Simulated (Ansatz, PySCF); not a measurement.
System: CBF2O, charge -1, multiplicity 1. It need not be the lowest isomer of its formula. Whether it binds its extra electron was not tested at this geometry. 
Structure (B3LYP-D3(BJ)/def2-TZVP (Ansatz, a program for electronic structure) minimum search):
```
B
F 1 1.3992
F 1 1.3992 2 113.22
C 1 1.4311 2 123.39 3 -180.00
O 4 1.2099 3 152.04 1 180.00
```
Charge -1, spin multiplicity 1.

Total electronic energies in hartree. Cores are frozen in the correlated levels unless marked. Spin-orbit coupling is left out. Non-relativistic. CBS(X,Y): correlation extrapolated as X^-3; Hartree-Fock from the larger set. The bracket is a focal-point correction in the basis named.

The Hartree-Fock reference is unstable (checked in the largest basis), which strains HF and MP2. 

```tsv
level	program	energy (Eh)
r2SCAN-D4/def2-TZVPD	Ansatz + dftd4	-337.95415
M06-2X/def2-TZVPD	PySCF	[?]
B2GP-PLYP/def2-TZVPD	Ansatz	-337.84867
B2PLYP/def2-TZVPD	Ansatz	-337.90903
MP2/6-31G*	Ansatz	-337.06363
RI-MP2/aug-cc-pVQZ	Ansatz	-337.59822
SCS-MP2/6-31G	Ansatz	-336.73466
CCSD/6-31G	Ansatz	-336.75784
RI-MP2/CBS(aug-cc-pVTZ,aug-cc-pVQZ)+[CCSD(T)-MP2]/aug-cc-pVDZ	Ansatz	-337.6892
```

Q: Some entries are withheld; supply them.

A: 
- M06-2X/def2-TZVPD, energy (Eh): -337.99587
